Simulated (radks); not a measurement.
Species: Bi+. Configuration: [Hg] 6p2.

Method: scalar-relativistic Kohn-Sham, exchange-only r2SCAN, spin-polarised, spherical densities, finite nucleus; open shells are filled with parallel spins first (spin-orbit coupling, left out, can overturn this in heavy ions); meta-GGA in the generalised Kohn-Sham scheme; Fermi nuclear charge, rms radius 5.5211 fm; computed with a radial shooting solver on a logarithmic mesh with Libxc functionals.

Energy parts (eV):
total: -585628.85
kinetic: 663941.79
electron-nucleus: -1463081.75
Hartree: 224117.73
exchange: -10606.62

Orbitals (lengths in bohr, moments of r in powers of bohr; <r^-3> diverges for s and p1/2; r(max) is where P^2 peaks):
orbital  occ.  eigenvalue (eV)   <1/r>  <r^-3>    r(max)
1s up       1        -90736.46   103.2       -  0.009660
1s down     1        -90736.41   103.2       -  0.009660
2s down     1        -16340.96   24.27       -   0.05618
2s up       1        -16340.96   24.27       -   0.05618
2p up       3        -13980.66   21.22   31040   0.04691
2p down     3        -13980.65   21.22   31040   0.04691
3s up       1        -3962.562   9.005       -    0.1583
3s down     1        -3962.551   9.005       -    0.1583
3p up       3        -3285.199   8.119    7255    0.1587
3p down     3        -3285.182   8.119    7254    0.1587
3d up       5        -2602.340   7.601   870.9    0.1296
3d down     5        -2602.325   7.601   870.9    0.1296
4s up       1        -922.8793   3.875       -    0.3558
4s down     1        -922.8466   3.875       -    0.3558
4p up       3        -699.8434   3.482    1792    0.3757
4p down     3        -699.8093   3.482    1792    0.3757
4d up       5        -443.1587   3.131   191.4    0.3815
4d down     5        -443.1192   3.131   191.4    0.3815
5s up       1        -168.0299   1.633       -    0.7724
5s down     1        -167.9254   1.632       -    0.7725
4f up       7        -161.0510   2.743   39.27    0.3431
4f down     7        -161.0041   2.744   39.28    0.3431
5p up       3        -105.5694   1.403   337.6    0.8607
5p down     3        -105.5112   1.403   337.2    0.8611
5d up       5         -34.9571   1.063   24.18     1.031
5d down     5         -34.7008   1.072   24.55     1.030
6s up       1         -22.3608  0.5873       -     1.892
6s down     1         -20.1334  0.6119       -     1.847
6p up       2         -11.6519  0.4470   30.56     2.391
6p down     0          -8.6460  0.4623   34.19     2.328

The highest occupied level is 6p up at -11.652 eV. For comparison, the ionisation energy in NIST's Atomic Spectra Database is 16.703 eV (measured). In exact Kohn-Sham theory the highest level is minus the ionisation energy, but local and semilocal functionals leave it too shallow, through self-interaction and a potential that decays too fast; potentials with the right tail come closer. Spin moment in Bohr magnetons: 2.
